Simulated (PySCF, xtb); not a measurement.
CH3NO2Si, SMILES C(#N)O[SiH2]O.

GFN2-xTB in xtb at its own geometry gives an orbital gap of 6.04 eV and a dipole moment of 4.16 D.

The structure is a stationary point at r2SCAN-D4/def2-SVP. The structure was generated by enumeration, and PubChem lists no compound with its InChIKey, so it may never have been made. One conformer was computed; it need not be the lowest.

Question: What does B3LYP/def2-TZVP run with PySCF give? (The exact figures need the calculation; the answer reports its results.)

Answer: gap 7.81 eV (levels -8.46 and -0.64 eV), dipole 4.07 D.
